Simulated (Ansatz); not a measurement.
`[F][Ge][Br]` + H₂ → `[F][GeH]` + HBr at 700 K and 1 bar (hydrogenolysis of a Ge–Br bond).

Isolated molecules relaxed with PBE0-D4/def2-TZVP in Ansatz; ΔE leaves out vibrations. CCSD(T)/CBS is the MP2 limit (def2-TZVPP, def2-QZVPP) plus CCSD(T) − MP2 in def2-TZVPP, frozen cores. This one scheme is used for every species. For Br, Ge outer-core shells are correlated without core-valence functions, which leaves a few kJ/mol of doubt a bond. Scalar relativity is left out up to krypton.

```
      species  CCSD(T)/CBS energy (Eh)  H − E (kJ/mol)  S (J/(mol·K))
`[F][Ge][Br]`              -4749.29775            41.9          347.6
           H₂                 -1.17544            46.8          155.3
   `[F][GeH]`              -2176.50038            48.7          290.8
          HBr              -2573.91920            36.5          223.7
```

H − E and S are ideal-gas, rigid-rotor, harmonic terms from PBE0-D4/def2-TZVP. The MP2-based limit puts H₂ 0.8 mEh under its directly extrapolated value; such offsets cancel only in part. 1 Eh = 2625.50 kJ/mol, R = 8.31446 J/(mol·K).

Problem. By hand: ΔE, ΔH, ΔS and ΔG.

Solution. ΔE = (-2176.50038) + (-2573.91920) − (-4749.29775) − (-1.17544) = 0.05361 Eh = 140.8 kJ/mol. Δ(H − E) = 48.7 + 36.5 − 41.9 − 46.8 = -3.5, so ΔH = 137.3 kJ/mol. ΔS = 290.8 + 223.7 − 347.6 − 155.3 = 11.6 J/(mol·K). ΔG = 137.3 − 700 × (11.6)/1000 = 129.2 kJ/mol.

Problem. By hand: the equilibrium constant, and the temperature at which ΔG would vanish if ΔH and ΔS stayed fixed.

Solution. log₁₀ K = −ΔG/(RT ln 10) = -9.6. ΔG = 0 at ΔH/ΔS = 11836 K, far beyond where these terms or the molecules hold.

The number of gas molecules stays the same, so ΔS is small and ΔH decides. A doubt of 5 kJ/mol in ΔE shifts log₁₀ K by 0.4 here. These are equilibria of isolated gas molecules and say nothing of rates. Largest T1 diagnostic: 0.014 (customary marks: 0.02 for closed shells, 0.045 for open ones).
